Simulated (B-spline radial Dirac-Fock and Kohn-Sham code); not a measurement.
## f′ and f″ of Li, 11.79 keV to 69.35 keV

The computed values come from an atomic code on a B-spline grid: the dispersion relation over Dirac-Hartree-Slater subshell photoionisation cross sections, with the Kissel-Pratt high-energy constant (isolated atom, no bound-bound lines or fine structure). The forward scattering factor is f₀ + f′ + i f″.

No edge lies in or near this range.

| hν (eV) | λ (Å) | f′ (e) | f″ (e) | tabulated f′ | tabulated f″ |
| --- | --- | --- | --- | --- | --- |
| 11790 | 1.052 | 0.000 | 0.000 | 0.00 | 0.00 |
| 12000 | 1.033 | 0.000 | 0.000 | 0.00 | 0.00 |
| 12690 | 0.9770 | 0.000 | 0.000 | 0.00 | 0.00 |
| 15000 | 0.8266 | ? | ? | ? | ? |
| 17479.3 | 0.7093 | 0.000 | 0.000 | 0.00 | 0.00 |
| 21890 | 0.5664 | 0.000 | 0.000 | 0.00 | 0.00 |
| 22162.9 | 0.5594 | 0.000 | 0.000 | 0.00 | 0.00 |
| 24209.8 | 0.5121 | 0.000 | 0.000 | 0.00 | 0.00 |
| 25190 | 0.4922 | 0.000 | 0.000 | 0.00 | 0.00 |
| 30000 | 0.4133 | 0.000 | 0.000 | 0.00 | 0.00 |
| 38180 | 0.3247 | 0.000 | 0.000 | 0.00 | 0.00 |
| 38340 | 0.3234 | 0.000 | 0.000 | 0.00 | 0.00 |
| 40000 | 0.3100 | 0.000 | 0.000 | 0.00 | 0.00 |
| 60110 | 0.2063 | 0.000 | 0.000 | 0.00 | 0.00 |
| 69350 | 0.1788 | 0.000 | 0.000 | 0.00 | 0.00 |

Question: What are f′ and f″ at 15000 eV?

Answer: f′ = 0.000 and f″ = 0.000 electrons (tables: 0.00 and 0.00). By the optical theorem f″ corresponds to a photoabsorption cross section 2 rₑ λ f″ = 0.401 b.

Tabulated f′: xraylib 4.2 anomalous scattering factors (Cullen et al., EPDL97); f″: Chantler's tables (J. Phys. Chem. Ref. Data 1995 and 2000). Both are theoretical tables.
